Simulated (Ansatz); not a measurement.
Compare A (`BCSCF`) with its isomer B (`FCCBS`).

Computed with Ansatz on PBE0-D4/def2-TZVP structures; ΔE is electronic, products minus reactants. CCSD(T)/CBS is the MP2 limit (def2-TZVPP, def2-QZVPP) plus CCSD(T) − MP2 in def2-TZVPP, frozen cores. Functionals use def2-TZVPP. One conformer a species, not always the lowest.

A:

Z-matrix (Å, degrees):
```
C
S 1 1.799
B 1 1.551 2 115.0
H 1 1.096 2 111.3 3 -128.2
H 1 1.104 2 109.2 3 115.7
C 2 1.778 1 100.5 3 -174.0
H 3 1.195 1 122.2 2 13.0
H 3 1.196 1 118.2 2 -169.6
F 6 1.382 2 112.9 1 70.8
H 6 1.093 2 110.8 1 -49.7
H 6 1.092 2 107.0 1 -169.8
```

B:

Z-matrix (Å, degrees):
```
C
C 1 1.511
F 1 1.387 2 109.6
H 1 1.094 2 112.1 3 118.9
H 1 1.094 2 111.3 3 -118.7
B 2 1.566 1 113.3 3 61.1
H 2 1.094 1 110.1 3 -66.9
H 2 1.101 1 107.3 3 177.9
S 6 1.773 2 125.1 1 -142.3
H 6 1.196 2 121.0 1 40.3
H 9 1.346 6 98.9 2 3.0
```

(1) Which is lower in electronic energy at CCSD(T)/CBS, and by how much? (Best estimate.)

(2) Give E(B) − E(A) in kJ/mol with HF/def2-TZVPP, B2PLYP, PBE-D4, PBE0-D4, r2SCAN-D4, MP2/def2-TZVPP, ωB97M-V. (An estimate is asked.)

Largest T1 diagnostic: 0.013.

Answers

(1) Ansatz gave: B, by 154.3 kJ/mol.

(2) The calculation gave: HF/def2-TZVPP -151.3, B2PLYP -154.8, PBE-D4 -153.2, PBE0-D4 -155.4, r2SCAN-D4 -156.4, MP2/def2-TZVPP -158.4, ωB97M-V -152.3. None reverses the order clearly.

In def2-TZVPP, CCSD(T) changes the Hartree–Fock value by −8.3 kJ/mol (the triples alone add −0.3 kJ/mol) and MP2 by −7.1 kJ/mol.
